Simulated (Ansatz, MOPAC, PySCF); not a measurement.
Species: CHO, charge 0, multiplicity 2. SMILES: [C-]=[OH+]
Coordinates optimised at B3LYP-D3(BJ)/def2-TZVP (Ansatz, a program for electronic structure):
```
O
C 1 1.2674
H 1 0.9900 2 115.15
```
Charge 0, spin multiplicity 2.

Unscaled harmonic wavenumbers (cm⁻¹) in rising order, each level at the stationary point that it reaches from this structure (no distance between atoms moves by over 0.3 Å); the order of modes can differ between levels, and a negative number is imaginary. B3LYP-D3(BJ)/def2-TZVP (PySCF, at the structure above): 1126, 1386, 3224.

PM6 (MOPAC): 795, 1405, 2243. Zero-point energy 6.4 against 8.2 kcal/mol; where all levels lie over 400 cm⁻¹, the wavenumbers are on average 0.805 times those of B3LYP-D3(BJ)/def2-TZVP.

PM7 (MOPAC): 826, 1420, 2532. Zero-point energy 6.8 against 8.2 kcal/mol; where all levels lie over 400 cm⁻¹, the wavenumbers are on average 0.848 times those of B3LYP-D3(BJ)/def2-TZVP.

HF/3-21G (Ansatz): 1217, 1381, 3691. Zero-point energy 9.0 against 8.2 kcal/mol; where all levels lie over 400 cm⁻¹, the wavenumbers are on average 1.074 times those of B3LYP-D3(BJ)/def2-TZVP.

B3LYP/6-31G* (Ansatz): 1135, 1384, 3151. Zero-point energy 8.1 against 8.2 kcal/mol; where all levels lie over 400 cm⁻¹, the wavenumbers are on average 0.994 times those of B3LYP-D3(BJ)/def2-TZVP.
